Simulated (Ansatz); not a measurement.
CH5BSi, SMILES `B[Si]C` (singlet; the order of the spin states depends on the level) (charge 0, multiplicity 1). This singlet lies 0.30 eV below the relaxed triplet at the level frozen-core CCSD(T)/cc-pVTZ // B3LYP-D3(BJ)/def2-TZVP (Ansatz, a program for electronic structure); other levels give the other order.

Level of theory: frozen-core CCSDT(Q)/6-31g // B3LYP-D3(BJ)/def2-TZVP run with Ansatz.

Ansatz 0.2 input:
```yaml
crystal:
  periodic: [false, false, false]
  atoms:
    - { symbol: B, position_ang: [1.677956, -0.100403, -0.114345] }
    - { symbol: Si, position_ang: [0.055415, 0.155391, 0.950628] }
    - { symbol: C, position_ang: [-1.357218, 0.09718, -0.338058] }
    - { symbol: H, position_ang: [2.181546, -1.179295, -0.245038] }
    - { symbol: H, position_ang: [2.337885, 0.832286, -0.474834] }
    - { symbol: H, position_ang: [-1.186505, 0.799232, -1.157957] }
    - { symbol: H, position_ang: [-2.328685, 0.29872, 0.110663] }
    - { symbol: H, position_ang: [-1.380399, -0.903113, -0.784296] }
basis:
  gaussian: { orbitals: "6-31g" }
correlation:
  method: ccsdt_q
```

Output:

```
Functional definition: HF
952 factors; integrals over basis functions are off by at most 2.5e-7 eV
mean field evaluation 1: about -9638.0904 eV, gradient 1.9e1 eV
mean field evaluation 2: about -9638.0869 eV, gradient 1.9e1 eV
mean field evaluation 4: about -9639.3831 eV, gradient 2.2e0 eV
mean field evaluation 8: about -9639.4109 eV, gradient 1.1e-3 eV
mean field evaluation 16: about -9639.4152 eV, gradient 1.7e-1 eV
mean field -9639.41088751 eV, -354.2418162885 hartree, gradient 2.7e-6 eV, S^2 0.000000; 0 other end points of the search recorded, 0 dependent functions left out; unrestricted orbitals would lower it
7 core orbitals not correlated
reference -9639.41088751 eV, -354.2418162885 hartree; 8, 8 occupied and 26, 26 virtual orbitals, 952 factors
second order -5.04073008 eV of doubles, -0.00000000 eV of singles
cycle   1  -5.74963908 eV  change   -7.1e-1 eV  update   9.0e-2
cycle   2  -6.18298171 eV  change   -4.3e-1 eV  update   4.1e-2
cycle   3  -6.32251369 eV  change   -1.4e-1 eV  update   2.5e-2
cycle   4  -6.31872554 eV  change    3.8e-3 eV  update   1.1e-2
cycle   5  -6.31858743 eV  change    1.4e-4 eV  update   6.7e-3
cycle   6  -6.32055505 eV  change   -2.0e-3 eV  update   2.9e-3
cycle   7  -6.32024939 eV  change    3.1e-4 eV  update   1.4e-3
cycle   8  -6.32046047 eV  change   -2.1e-4 eV  update   6.9e-4
cycle   9  -6.32078303 eV  change   -3.2e-4 eV  update   3.3e-4
cycle  10  -6.32070706 eV  change    7.6e-5 eV  update   1.8e-4
cycle  11  -6.32069460 eV  change    1.2e-5 eV  update   8.8e-5
cycle  12  -6.32071181 eV  change   -1.7e-5 eV  update   3.9e-5
cycle  13  -6.32072330 eV  change   -1.1e-5 eV  update   1.8e-5
cycle  14  -6.32073798 eV  change   -1.5e-5 eV  update   9.3e-6
cycle  15  -6.32074697 eV  change   -9.0e-6 eV  update   4.5e-6
cycle  16  -6.32074834 eV  change   -1.4e-6 eV  update   2.5e-6
cycle  17  -6.32074824 eV  change    9.2e-8 eV  update   1.3e-6
perturbative correction -0.00875566 eV, -0.0003217645 hartree
Total energy: -9645.74039141 eV, -354.4744212667 hartree
```
